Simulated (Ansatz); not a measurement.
`[AlH2][CH2]OCS` + `FC1O[SiH2][SiH2]1` → `[AlH2][CH]1O[SiH2][SiH2]1` + `FCOCS`  (formal exchange of groups at the Al–C bond)

Isolated molecules relaxed with PBE0-D4/def2-TZVP in Ansatz; ΔE leaves out vibrations. CCSD(T)/CBS adds triple-zeta CCSD(T) − MP2 to the extrapolated MP2 energy (def2 sets, frozen cores). Functionals use def2-TZVPP. B3LYP here is the variant with VWN-RPA as its local correlation; programs differ in this. One conformer a species, not always the lowest.

`[AlH2][CH2]OCS`:

```xyz
12

Al   -0.921   -2.305   -0.164
C    -0.724   -0.355    0.019
O     0.491    0.094   -0.560
C     0.727    1.454   -0.411
S     1.093    1.999    1.289
H     0.237   -3.207   -0.761
H    -2.290   -2.945    0.329
H    -0.757   -0.085    1.088
H    -1.582    0.171   -0.437
H     1.570    1.708   -1.052
H    -0.145    2.051   -0.706
H     2.301    1.419    1.365
```

`FC1O[SiH2][SiH2]1`:

Z-matrix (Å, degrees):
```
C
O 1 1.403
F 1 1.383 2 109.2
Si 1 1.949 2 100.5 3 116.4
H 1 1.093 2 109.2 3 -116.2
Si 2 1.690 1 107.1 3 -101.4
H 4 1.484 1 116.1 2 -131.7
H 4 1.487 1 112.3 2 99.8
H 6 1.485 2 110.2 1 -132.2
H 6 1.486 2 112.8 1 106.3
```

`[AlH2][CH]1O[SiH2][SiH2]1`:

Cartesian coordinates in Å:
```
Al 2.071 -0.858 -0.277
C 0.519 0.300 -0.560
O 0.347 1.340 0.455
Si -1.252 1.251 0.932
Si -1.122 -0.695 -0.323
H 2.468 -1.817 -1.481
H 2.794 -0.924 1.131
H 0.508 0.748 -1.562
H -2.085 2.365 0.394
H -1.392 1.250 2.413
H -0.921 -1.979 0.414
H -1.935 -0.981 -1.536
```

`FCOCS`:

Z-matrix (Å, degrees):
```
C
O 1 1.367
F 1 1.382 2 111.3
H 1 1.099 2 112.0 3 -119.0
H 1 1.091 2 107.4 3 117.9
C 2 1.414 1 113.7 3 70.5
S 6 1.788 2 111.0 1 169.1
H 6 1.097 2 110.2 1 52.1
H 6 1.091 2 110.6 1 -68.2
H 7 1.342 6 96.4 2 74.9
```

| level | ΔE (kJ/mol) |
| --- | --- |
| ωB97X-V | -13.1 |
| PBE | -10.3 |
| r2SCAN | -13.2 |
| B3LYP | -10.8 |
| MP2/def2-TZVPP | -19.8 |
| MP2/def2-QZVPP | -19.0 |
| SCS-MP2/def2-QZVPP | -18.1 |
| MP2/CBS(def2) | -18.4 |

(1) What does CCSD(T)/CBS give? (Estimate.)

Largest T1 diagnostic among the species: 0.014.

Results:

(1) The calculation gave: -16.3 kJ/mol. The listed levels differ from it by 3.2, 6.0, 3.1, 5.5, -3.5, -2.7, -1.8, -2.1 kJ/mol.

From PBE to PBE0 (25 % exact exchange), in def2-TZVPP and without D4, ΔE moves by −3.7 kJ/mol.
